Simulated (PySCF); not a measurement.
C₄H₃ClF₂, SMILES C#CC(F)(F)CCl.

Geometry: B3LYP-D3(BJ)/def2-SVP. The structure was generated by enumeration, and PubChem lists no compound with its InChIKey, so it may never have been made. The values are those of a single conformer.

Two levels are set side by side: TDA-PBE/def2-SVPD (PySCF) and TDA-M06-2X/def2-SVPD (PySCF). Vertical, same geometry. The lowest singlet is HOMO→LUMO 61 %, HOMO−1→LUMO 30 % with PBE and HOMO−1→LUMO 30 %, HOMO→LUMO+1 18 %, HOMO−1→LUMO+3 10 %, HOMO→LUMO+2 6 % with the other functional; states are paired by order. Differences are taken from unrounded values.

```json
[
 {"quantity": "lowest singlet excitation (eV)", "TDA-M06-2X": "5.95", "TDA-PBE": "6.12", "TDA-PBE minus TDA-M06-2X": "0.17"},
 {"quantity": "lowest triplet excitation (TDA) (eV)", "TDA-M06-2X": "5.40", "TDA-PBE": "5.14", "TDA-PBE minus TDA-M06-2X": "-0.26"}
]
```

Rough cost on one machine, each run with all the roots and properties that it gave: TDA-M06-2X against TDA-PBE about 10 times.
